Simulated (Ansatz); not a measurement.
The molecule LaC, multiplicity 2 (lowest of 2S+1 = 2, 4, 6 at CCSD(T)/def2-TZVPP on PBE0 minima; our sources give no spin for the ground state, which may be another). No spin–orbit coupling. The T1 diagnostic near the minimum is 0.065, so single-reference values are doubtful.

Seven points along R, fitted to fifth degree in 1/R; most abundant isotopes. Runs in def2 and cc sets follow the lowest solution found near the PBE0 minimum.

The values were computed with Ansatz (Gaussian basis) for Hartree–Fock, density functionals and correlated methods. Values without a source in brackets are computed. In def2 rows elements past Kr take small-core potentials, without spin–orbit coupling.

Energies at B3LYP/def2-TZVPP:

```tsv
R (Å)	E (hartree)
1.840435	-69.48696740
1.889909	-69.49420726
1.935425	-69.49815603
1.986878	-69.50000752
2.038331	-69.49955622
2.097700	-69.49671420
2.166964	-69.49094300
```

With a reduced mass of 11.0458 u, find the minimum, the force constant and the constants.

A fifth-degree polynomial in 1/R puts the minimum at r_e = 2.0013 Å with force constant 358 N/m. Then ω_e = (1/2πc)√(k/μ) = 742 cm⁻¹ and B_e = h/(8π²cμr_e²) = 0.3811 cm⁻¹; the cubic and quartic terms give α_e = 0.0018 and ω_e x_e = 2.4 cm⁻¹.

Ansatz is an electronic-structure program.
